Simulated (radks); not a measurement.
All-electron atom: the chlorine ion Cl+ in [Ne] 3s2 3p4. All-electron calculation, Dirac Kohn-Sham, LDA (Slater exchange, Perdew-Wang correlation), spin-unpolarised, spherical densities, point nucleus; open shells are shared between the two j in proportion to 2j + 1. Program: a radial shooting solver on a logarithmic mesh with Libxc functionals.

Radial electron density D(r) = 4 pi r^2 rho(r):

r (bohr)  D(r) (e/bohr)
0.007788          1.941
0.008781          2.382
0.009901          2.910
0.01116           3.537
0.01259           4.277
0.01419           5.140
0.016             6.135
0.01804           7.266
0.02034           8.530
0.02293           9.917
0.02586           11.40
0.02916           12.95
0.03287           14.51
0.03706           16.01
0.04179           17.36
0.04712           18.47
0.05355           19.28
0.06038           19.62
0.06808           19.49
0.07676           18.89
0.08654           17.89
0.09758           16.63
0.11              15.32
0.124             14.18
0.1399            13.47
0.1577            13.36
0.1778            13.92
0.2005            15.07
0.226             16.57
0.2548            18.04
0.2873            19.06
0.324             19.27
0.3682            18.36
0.4151            16.46
0.4681            13.79
0.5278            10.80
0.595             7.974
0.6709            5.736
0.7564            4.322
0.8529            3.727
0.9616            3.739
1.084             4.032
1.222             4.283
1.378             4.273
1.554             3.927
1.752             3.304
1.976             2.539
2.228             1.778
2.532             1.093
2.854            0.6232
3.218            0.3182
3.629            0.1441
4.091           0.05716
4.613           0.01960
5.201          0.005710
5.864          0.001388

D(r) has 3 maxima, at r = 0.0618, 0.314, 1.29 bohr, and minima at 0.152, 0.902 bohr, inside which lie 2.18, 10.39 electrons.
